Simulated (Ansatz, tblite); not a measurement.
BCl3 (boron trichloride): the vertical ionisation energy, rung by rung

The species is BCl3 (4 atoms), meant as a singlet with charge 0. SMILES: `ClB(Cl)Cl`. The shape is that of a PBE0-D4/def2-TZVP optimisation.

Quantity: the vertical ionisation energy (to the doublet cation), in eV. The values are calculated.

| level | kind | program | value (eV) |
| --- | --- | --- | --- |
| IPEA1-xTB | semi-empirical | tblite | 16.43 |
| HF/6-311+G** | Hartree–Fock | Ansatz | 11.38 |
| SVWN5/6-311+G** | LDA | Ansatz | 11.02 |
| PBE/6-311+G** | GGA | Ansatz | 10.86 |
| r2SCAN/6-311+G** | meta-GGA | Ansatz | 11.13 |
| B3LYP/6-311+G** | global hybrid | Ansatz | 11.28 |
| CAM-B3LYP/6-311+G** | range-separated hybrid | Ansatz | 11.67 |
| wB97X/6-311+G** | range-separated hybrid | Ansatz | 11.85 |
| RPA@PBE/6-311+G** | RPA | Ansatz | 10.73 |
| CCSD/6-311+G** | coupled cluster or CI | Ansatz | 11.55 |

The values span 10.73 to 16.43 eV. The xTB values lack the empirical shift that such differences need.
